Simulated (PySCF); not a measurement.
CH₅ClFNSi, SMILES C[Si@@](N)(F)Cl.

Geometry: r2SCAN-D4/def2-SVP. The structure was generated by enumeration; whether it is a known compound was not checked. The values are those of a single conformer.

Two levels are set side by side: TDA-PBE/def2-SVPD (PySCF) and TDA-CAM-B3LYP/def2-SVPD (PySCF). Vertical, same geometry. The lowest singlet is HOMO→LUMO 99 % with PBE and HOMO→LUMO 83 % with the other functional; states are paired by order. Differences are taken from unrounded values.

```
quantity                               TDA-CAM-B3LYP  TDA-PBE  TDA-PBE minus TDA-CAM-B3LYP
-------------------------------------  -------------  -------  ---------------------------
lowest singlet excitation (eV)                  7.13     6.27                        -0.86
lowest triplet excitation (TDA) (eV)            6.70     6.00                        -0.70
first bright state (f over 0.05) (eV)           8.49     7.26                        -1.23
its oscillator strength                         0.12     0.06                        -0.06
```

Functionals without exact exchange tend to place singlet excitations lower, as here. Differences between two approximate levels are no errors against the true value.

Rough cost on one machine, each run with all the roots and properties that it gave: TDA-CAM-B3LYP against TDA-PBE about 4 times.
